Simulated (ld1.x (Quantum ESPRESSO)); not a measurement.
**u(r) = r·R(r): atom against pseudo-atom (nitrogen (N))**

Columns: radius, all-electron u(r) and pseudo u(r) of the 2s shell (level -18.69 eV) of nitrogen in the configuration [He] 2s1.5 2p3.5; PBEsol, scalar-relativistic, PAW scheme, ld1.x (Quantum ESPRESSO) 7.5.

| r (bohr) | all-electron | pseudo |
| --- | --- | --- |
| 0.120 | 0.3880 | -0.1956 |
| 0.240 | 0.2046 | -0.3797 |
| 0.360 | -0.1083 | -0.5423 |
| 0.480 | -0.3979 | -0.6764 |
| 0.600 | -0.6197 | -0.7782 |
| 0.720 | -0.7687 | -0.8474 |
| 0.840 | -0.8544 | -0.8864 |
| 0.960 | -0.8901 | -0.8993 |
| 1.080 | -0.8894 | -0.8904 |
| 1.200 | -0.8632 | -0.8632 |
| 1.320 | -0.8205 | -0.8205 |
| 1.440 | -0.7679 | -0.7679 |
| 1.560 | -0.7102 | -0.7102 |
| 1.680 | -0.6507 | -0.6507 |
| 1.800 | -0.5918 | -0.5918 |
| 1.920 | -0.5350 | -0.5350 |
| 2.040 | -0.4812 | -0.4812 |
| 2.160 | -0.4311 | -0.4311 |
| 2.280 | -0.3848 | -0.3848 |
| 2.400 | -0.3425 | -0.3425 |
| 2.520 | -0.3041 | -0.3041 |
| 2.640 | -0.2694 | -0.2694 |
| 2.760 | -0.2382 | -0.2382 |
| 2.880 | -0.2103 | -0.2103 |
| 3.000 | -0.1854 | -0.1854 |
| 3.120 | -0.1633 | -0.1633 |

Q: How many radial nodes do the two functions have?

A: The all-electron 2s function has n − l − 1 = 1; the pseudo-wave has 0, since the states of the same l below it are removed with the core.

Q: At about which radius was the pseudo-wave matched?

A: 1.20 bohr, where the columns begin to agree (steps of 0.12 bohr).

Q: Is the pseudo-wave norm-conserving?

A: No, it belongs to a PAW set: the norm inside the radius is not constrained, and the difference is carried by the augmentation charge.
